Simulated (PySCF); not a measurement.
Work out the structure from these simulated measurements.

Formula: C2H7ClGe.

| Property | Result |
| --- | --- |
| 1H NMR | chemical shifts (computed TMS as zero) by class: 4.00 (3 H), 3.56 (1 H), 1.58 (3 H) ppm [GIAO CAM-B3LYP/pcSseg-2] |
| Polarisability | 71.2 au [wB97X-D/def2-SVPD] |
| Rotational structure | rotational constants A, B, C: 5.393, 1.971, 1.532 GHz [PBE0-D3(BJ)/def2-SVP] |
| Dipole | 1.98 D [wB97X-D/def2-SVPD] |
| 13C NMR | chemical shifts (computed TMS as zero) by class: 47.4 (1 C), 25.8 (1 C) ppm [GIAO CAM-B3LYP/pcSseg-2] |
| NMR, other nuclei | isotropic shieldings of nuclei other than C and H, by class: 784 (1 Cl), 1499 (1 Ge) ppm [GIAO CAM-B3LYP/pcSseg-2] |
| Valence photoelectron | vertical ionisation energy: 10.12 eV [ΔSCF wB97X-D/def2-SVPD] |
| XPS | Cl2p3/2 205.7, C1s 291.1, C1s 291.9, Cl1s 2828.3 eV [ΔSCF SCAN, pcX-2 on the ionised atom, pcseg-1 elsewhere, spin-free X2C, 2p3/2 from a spin–orbit splitting computed afterwards within the 2p shell] |

Electronic properties: PySCF, gas phase, density fitting. Levels stand in brackets. Geometry: PBE0-D3(BJ)/def2-SVP; no solvent, vibrations or thermal averaging. The calculation (core ionisation apart) is non-relativistic and has no spin–orbit coupling, an omission that weighs most on germanium. NMR classes are plain means over equivalent atoms (diastereotopic ones count apart unless rotation or inversion swaps them), as if these changed places fast.

Task: Give a SMILES that accounts for the data.

Result: Numbering: `[CH3:1][C@@H:2]([Cl:3])[GeH3:4]`. 2 carbons fall into 2 classes; from least to most shielded: sp3 C–Cl carbon [C2] (47.4 ppm), methyl carbon [C1] (25.8 ppm). Hydrogen classes from least to most shielded: 3 H on a germanium bonded to C and 3 H, Ge4 (4.00 ppm), 1 H on an sp3 C–Cl carbon, C2 (3.56 ppm), 3 H on a methyl carbon, C1 (1.58 ppm). The other shieldings belong to: 784 ppm, alkyl chlorine [Cl3]; 1499 ppm, germanium bonded to C and 3 H [Ge4]. The core levels belong to: Cl2p3/2 205.7 eV, alkyl chlorine [Cl3]; C1s 291.1 eV, methyl carbon [C1]; C1s 291.9 eV, sp3 C–Cl carbon [C2]; Cl1s 2828.3 eV, alkyl chlorine [Cl3]. No core level of Ge was computed. The first electron is taken from the HOMO, whose largest Löwdin shares are 0.50 on the alkyl chlorine, 0.21 on the sp3 C–Cl carbon, 0.14 on the germanium bonded to C and 3 H and 0.04 on a Ge–H hydrogen. The optimised geometry has point group C1 and is an asymmetric top. Structure: `C[C@@H](Cl)[GeH3]`. The assignments are read from this structure; whether some other isomer fits the data as well wasn't checked. The mirror image fits equally. NMR values of atoms bound to Ge lack the spin–orbit term that these neighbours bring.
